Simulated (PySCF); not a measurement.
dimethyl selenide cation (C₂H₆Se), SMILES C[Se]C (connectivity only; charge and spin as stated), charge +1, multiplicity 2.

The structure is a stationary point at B3LYP-D3(BJ)/def2-SVP. The spin state was assumed, not searched.

Level of theory: TDA-PBE/def2-SVPD (PySCF).

Vertical excitations. 

### Question
Estimate the UV-visible absorptions. (An estimate is asked for; the answer gives what the named calculation found.)

### Answer

```csv
state,energy (eV),λ (nm),f,main pairs
root 1,2.55,486,0.001,β HOMO→LUMO 100 %
root 2,3.45,360,0.000,β HOMO−1→LUMO 100 %
root 3,4.52,275,0.032,β HOMO−2→LUMO 98 %
root 4,4.81,258,0.000,β HOMO−3→LUMO 99 %
root 5,5.08,244,0.002,β HOMO−5→LUMO 100 %
root 6,5.26,236,0.027,β HOMO−4→LUMO 97 %
root 7,6.20,200,0.000,α HOMO→LUMO 99 %
root 8,6.89,180,0.000,α HOMO→LUMO+1 97 %
root 9,6.96,178,0.000,"α HOMO−1→LUMO 45 %, β HOMO→LUMO+1 53 %"
root 10,7.64,162,0.000,"α HOMO−1→LUMO+1 40 %, α HOMO−2→LUMO 10 %, β HOMO→LUMO+2 36 %, β HOMO−1→LUMO+1 10 %"
```
Unrestricted roots are not spin-pure.
